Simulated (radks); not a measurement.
Values are calculated unless marked as measured or tabulated.
Species: F2+. Configuration: [He] 2s2 2p2 3d1 (not the ground configuration).

Code: a radial shooting solver on a logarithmic mesh with Libxc functionals. Model: non-relativistic Kohn-Sham, PBE, spin-polarised, spherical densities, point nucleus; open shells are filled with parallel spins first.

Energy parts (hartree):
part                      energy
total                  -95.95267
kinetic                 95.79782
electron-nucleus      -216.70519
Hartree                 33.62078
exchange-correlation    -8.66608

Orbitals (lengths in bohr, moments of r in powers of bohr; r(max) is where P^2 peaks; r(90%) holds 90 % of the orbital's charge):
[
 {"orbital": "1s up", "occ.": "1", "eigenvalue (hartree)": "-26.86834", "r(90%)": "0.316", "r(max)": "0.1146", "<r^2>": "0.04203"},
 {"orbital": "1s down", "occ.": "1", "eigenvalue (hartree)": "-26.78520", "r(90%)": "0.315", "r(max)": "0.1145", "<r^2>": "0.04177"},
 {"orbital": "2s up", "occ.": "1", "eigenvalue (hartree)": "-3.06220", "r(90%)": "1.36", "r(max)": "0.7158", "<r^2>": "0.9076"},
 {"orbital": "2s down", "occ.": "1", "eigenvalue (hartree)": "-2.84889", "r(90%)": "1.39", "r(max)": "0.7231", "<r^2>": "0.9418"},
 {"orbital": "2p up", "occ.": "2", "eigenvalue (hartree)": "-2.39383", "r(90%)": "1.36", "r(max)": "0.6209", "<r^2>": "0.8436"},
 {"orbital": "2p down", "occ.": "0", "eigenvalue (hartree)": "-2.17196", "r(90%)": "1.41", "r(max)": "0.6317", "<r^2>": "0.8939"},
 {"orbital": "3d up", "occ.": "1", "eigenvalue (hartree)": "-0.43129", "r(90%)": "4.82", "r(max)": "2.668", "<r^2>": "11.34"}
]

The highest occupied level is 3d up at -11.736 eV. The configuration is held as typed, so some empty levels lie below it. Spin moment in Bohr magnetons: 3. Virial ratio -V/T = 2.00162. The spin density at the nucleus is -0.1675 e/bohr^3 (1s -0.8348, 2s 0.6673), a Fermi contact field of -8.78 T. The electron density at the nucleus is 457.6 e/bohr^3. The density falls to 0.001 e/bohr^3 at r = 3.99 bohr.
